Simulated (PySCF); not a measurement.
**Shieldings and the share of exact exchange**

Molecule: `C[O+](C)[AlH2-][Cl]`, C2H8AlClO.

Atom-mapped SMILES (the numbers label the heavy atoms): `[CH3:1][O+:2]([CH3:3])[AlH2-:4][Cl:5]`. Hydrogens are named by the atom that carries them.

GIAO shieldings (ppm, equivalent atoms averaged) in PySCF 2.14.0 with density-fitted response routines on the PBE0-D3(BJ)/def2-SVP geometry, basis pcSseg-1, gas phase, non-relativistic:

| functional | exact exchange (%) | σ(C1/C3) | σ(O2) | σ(Al4) | σ(Cl5) |
| --- | --- | --- | --- | --- | --- |
| BLYP | 0 | 111.0 | 302.5 | 394.2 | 967.6 |
| BP86 | 0 | 115.5 | 308.3 | 395.3 | 971.4 |
| PBE | 0 | 116.1 | 307.4 | 394.4 | 970.7 |
| B3LYP | 20 | 116.3 | 314.6 | 406.8 | 987.3 |
| mPW1PW91 | 25 | 121.3 | 320.8 | 412.6 | 995.9 |
| BHandHLYP | 50 | 123.2 | 329.6 | 425.9 | 1010.1 |
| HF | 100 | 134.3 | 350.5 | 461.1 | 1041.3 |

Q: Fit each shielding as a line in the percentage of exact exchange.

A: σ(C1/C3) = 114.1 + 0.20 x (rms 1.9 ppm); σ(O2) = 306.6 + 0.45 x (rms 2.1 ppm); σ(Al4) = 394.5 + 0.66 x (rms 1.0 ppm); σ(Cl5) = 972.0 + 0.72 x (rms 3.1 ppm). The functionals also differ in their semilocal parts, which the line can't hold; Hartree–Fock has no correlation at all.

Q: What does the line predict for PBE0 (25 %), and what does the run give?

A: σ(C1/C3): 119.1 predicted, 122.2 computed; σ(O2): 317.9 predicted, 321.5 computed; σ(Al4): 411.0 predicted, 411.6 computed; σ(Cl5): 990.0 predicted, 995.1 computed ppm.
